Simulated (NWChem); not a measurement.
System meant: Ge cation, doublet

NWChem input:

```
start job
memory heap 200 mb stack 900 mb global 1100 mb
charge 1
geometry units angstroms noautoz
  Ge     0.000000     0.000000     0.000000
end
basis spherical
  * library def2-svp
end
dft
  odft
  mult 3
  xc b3lyp
  iterations 150
  mulliken
end
task dft energy
```

End of the output:

```
            Nuclear Dipole moment (a.u.)
            ----------------------------
        X                 Y               Z
 ---------------- ---------------- ----------------
     0.0000000000     0.0000000000     0.0000000000

            XYZ format geometry
            -------------------
     1
 geometry
 Ge                    0.00000000     0.00000000     0.00000000

 Summary of "ao basis" -> "" (spherical)
 ------------------------------------------------------------------------------
       Tag                 Description            Shells   Functions and Types
 ---------------- ------------------------------  ------  ---------------------
 *                          def2-svp                  on all atoms

                                 NWChem DFT Module
                                 -----------------

 Summary of "ao basis" -> "ao basis" (spherical)
 ------------------------------------------------------------------------------
       Tag                 Description            Shells   Functions and Types
 ---------------- ------------------------------  ------  ---------------------
 Ge                         def2-svp                12       32   5s4p3d

 Summary of "ao basis" -> "ao basis" (spherical)
 ------------------------------------------------------------------------------
       Tag                 Description            Shells   Functions and Types
 ---------------- ------------------------------  ------  ---------------------
 Ge                         def2-svp                12       32   5s4p3d

  number of electrons :                   31
  multiplicity        :                    3
 ------------------------------------------------------------------------
  no. of electrons and multiplicity not compatible                  31
 ------------------------------------------------------------------------
 ------------------------------------------------------------------------
  current input line :
    17: task dft energy
 ------------------------------------------------------------------------
 ------------------------------------------------------------------------
 There is an error in the input file
 ------------------------------------------------------------------------
 For more information see the NWChem manual at https://nwchemgit.github.io

0: no. of electrons and multiplicity not compatible:Received an Error in Communication
```

Q: What is wrong, and how is it mended?

A: The input was rejected before any calculation. Cause: the multiplicity doesn't fit the number of electrons (an even count wants an odd multiplicity, and the reverse). This input runs:
```
start job
memory heap 200 mb stack 900 mb global 1100 mb
charge 1
geometry units angstroms noautoz
  Ge     0.000000     0.000000     0.000000
end
basis spherical
  Ge library def2-svp
end
dft
  odft
  mult 2
  xc b3lyp
  iterations 150
  mulliken
end
task dft energy
```
It converges to -2076.41373 Ha (B3LYP/def2-SVP, spin-unrestricted).
